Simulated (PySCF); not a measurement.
FHOTe, SMILES O[Te]F. Geometry: B3LYP-D3(BJ)/def2-TZVP. The def2 effective core potentials stand for the cores of Te; spin–orbit coupling is left out. Other conformers were not sampled.

Method: PySCF with B3LYP-D3(BJ)/def2-TZVP.

Harmonic wavenumbers (cm⁻¹): 206, 462, 596, 635, 1009, 3785. Rotational constants (GHz): 10.61, 6.551, 4.101; symmetry number 1.

### Question
Work out the zero-point energy and the ideal-gas rigid-rotor harmonic-oscillator thermochemistry at 298.15 K and 1 atm.

### Answer
ZPE = ½ Σ hcν = ½ × 6694 cm⁻¹ = 9.57 kcal/mol. H − E(el) = 12.66 kcal/mol. Entropy in cal/(mol K): translation 41.19, rotation 24.54, vibration 3.78, total 69.50. G − E(el) = -8.06 kcal/mol. Cp = 13.48 cal/(mol K).
